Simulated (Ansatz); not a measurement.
Be9O9H26. The state is a singlet with charge 0. Geometry r2SCAN-D4/def2-SVP, loosely relaxed.

```xyz
44

Be   -0.7485    1.2451   -2.1867
Be   -2.6909    0.0786   -0.3554
Be   -0.4806   -1.2777   -1.2374
Be   -0.8721    2.8958    0.2343
Be    1.7867    0.4414   -1.7474
Be    0.0989    0.2977    0.3943
Be    1.1356   -2.3381    1.0242
Be    2.8955   -0.8541    0.6780
Be    2.3508   -2.4288   -0.9588
O    -2.2508    0.5596   -1.8219
O    -0.7086    2.6723   -1.3391
O    -2.6473    1.9164    0.2399
O     0.3379    0.1719   -1.2125
O    -1.2977   -0.6842    0.2869
O     0.6863   -2.4325   -0.5960
O    -0.0709    1.7196    1.0432
O     2.7721   -0.7668   -1.0277
O     1.2752   -0.6210    1.2181
H    -0.3828    1.2559   -3.5154
H    -3.8820   -0.4357    0.0954
H    -1.2005   -1.9449   -2.1899
H    -1.6578   -3.9773    0.5489
H    -1.0754    4.0960    0.8750
H     2.5142    1.3862   -2.3816
H     3.1586    2.3533    0.9397
H    -2.5955   -2.0323    2.6984
H     0.6069   -3.0824    2.0253
H     0.7500    3.2380    3.5429
H     3.9421   -0.4002    1.3980
H     2.9841   -3.3750   -1.6813
H     2.6712   -2.4357    0.6485
H    -2.5502    0.0119   -2.5621
H    -2.0235   -3.9325   -0.1168
H    -0.3935    3.4134   -1.8717
H     2.5923    2.5595    0.4783
H    -3.0537    2.3071   -0.5595
H    -3.2258    2.1310    0.9905
H    -3.0909   -1.7268    2.2071
H    -1.5679   -1.3111    0.9811
H     0.2916   -3.2862   -0.8528
H     0.3724    3.6299    3.0108
H     0.2679    2.0086    1.8993
H     3.6609   -0.6408   -1.4097
H     1.3158   -0.4050    2.1656
```

B3LYP takes the VWN-RPA correlation. Single mean-field runs in def2-TZVP are fitted with def2-universal-jkfit. The geometry of the charge 0 singlet is only loosely relaxed. In the singlet geometry the species has come apart into loosely held pieces. In the singlet, H25 and H35 lie 0.76 Å apart, H22 and H33 lie 0.76 Å apart, H28 and H41 lie 0.76 Å apart (atoms count from 1), so H2 has formed as a molecule.

(1) Estimate the orbital energies around the gap (eV) in Ansatz with HF/6-31G, PBE-D4/def2-TZVP, r2SCAN-D4/def2-TZVP, B3LYP-D4/6-31G, PBE0-D4/def2-SVP.

Answers

(1) 
```csv
orbital,HF/6-31G,PBE-D4/def2-TZVP,r2SCAN-D4/def2-TZVP,B3LYP-D4/6-31G,PBE0-D4/def2-SVP
HOMO−5,-11.69,-7.09,-7.41,-8.10,-8.40
HOMO−4,-11.52,-6.96,-7.27,-7.86,-8.23
HOMO−3,-11.23,-6.69,-6.99,-7.60,-7.97
HOMO−2,-10.99,-6.45,-6.75,-7.34,-7.71
HOMO−1,-10.87,-6.39,-6.69,-7.29,-7.65
HOMO,-9.83,-5.60,-5.87,-6.34,-6.76
LUMO,3.27,-1.78,-1.23,-0.36,-0.45
LUMO+1,3.49,-1.42,-0.79,-0.02,-0.09
LUMO+2,3.73,-1.12,-0.64,0.06,-0.03
LUMO+3,3.85,-0.89,-0.43,0.30,0.12
LUMO+4,4.12,-0.60,-0.19,0.54,0.39
LUMO+5,4.39,-0.47,-0.02,0.77,0.66
```
